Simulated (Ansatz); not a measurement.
Consider the atomization: `C=NB[SeH]` → B• + C• + 4 H• + N• + Se•.

Isolated molecules relaxed with PBE0-D4/def2-TZVP in Ansatz; ΔE leaves out vibrations. CBS: MP2 limit from def2 TZ/QZ plus the TZ coupled-cluster correction, frozen cores. This one scheme is used for every species, atoms too. Functionals use def2-TZVPP. No spin–orbit coupling; open shells (•) take unrestricted orbitals. Spin–orbit coupling would lower the free atoms: a little for B, C; clearly for Se. Bonds to Se are less sure, by a few kJ/mol each and by 10 to 20 or more in all where they break to atoms, as the def2 sets lack core-valence functions. Scalar relativity is left out up to krypton. One conformer a species, not always the lowest.

| level | ΔE (eV) |
| --- | --- |
| BHLYP-D4 | 29.57 |
| PBE | 31.38 |
| PBE0 | 30.59 |
| CCSD(T)/def2-TZVPP | 29.48 |

Q: What does CCSD(T)/CBS give? (Best estimate.)

A: The calculation gave: +30.34 eV. The listed levels differ from it by -0.77, 1.04, 0.25, -0.86 eV.

Largest T1 diagnostic among the species: 0.014.

At CCSD(T), def2-SVP lies −1.56 eV from the extrapolated value and def2-TZVPP −0.86 eV: correlation converges slowly with the basis, and small sets miss more of it in the bonded molecule than in its fragments. From BLYP to BHLYP (50 % exact exchange), in def2-TZVPP and without D4, ΔE moves by −1.17 eV: exact exchange takes away binding that semilocal exchange gives to molecules. Leaving LDA and LC-ωPBE aside and taking each functional with its dispersion term where it has one, the values, not all of them listed here, spread over 1.97 eV, from BHLYP-D4 to PBE-D4. LDA lies +4.00 eV from PBE without D4, its usual overbinding.

For atomizations the MP2-based limit and the directly extrapolated one differ by several kJ/mol either way, and by 10 to 25 for some Ge, Se and Sn compounds, so smaller differences from it don't rank the levels.
